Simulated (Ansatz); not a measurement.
O2Zr, SMILES [Zr](=[O])=[O] (connectivity only; charge and spin as stated), charge -1, multiplicity 2.

Geometry: PBE0-D3(BJ)/def2-TZVPD. The spin state was assumed, not searched. The isomer is the one that the SMILES or the coordinates give; other isomers of the formula were not compared. The def2 effective core potentials stand for the cores of Zr; spin–orbit coupling is left out.

Two levels are set side by side: PBE/def2-TZVPD (Ansatz, an electronic-structure program) and CAM-B3LYP/def2-TZVPD (Ansatz). Energy differences of separate SCF runs at the same geometry; the states with an electron removed or added have multiplicity 1. Differences are taken from unrounded values.

```json
[
 {"quantity": "vertical ionisation energy (eV)", "CAM-B3LYP": "1.82"}
]
```

Q: What does PBE give, and how far is it from CAM-B3LYP? (An estimate is asked for; the answer gives what the named calculation found.)

A: 
```csv
quantity,PBE,PBE minus CAM-B3LYP
vertical ionisation energy (eV),1.62,-0.20
```
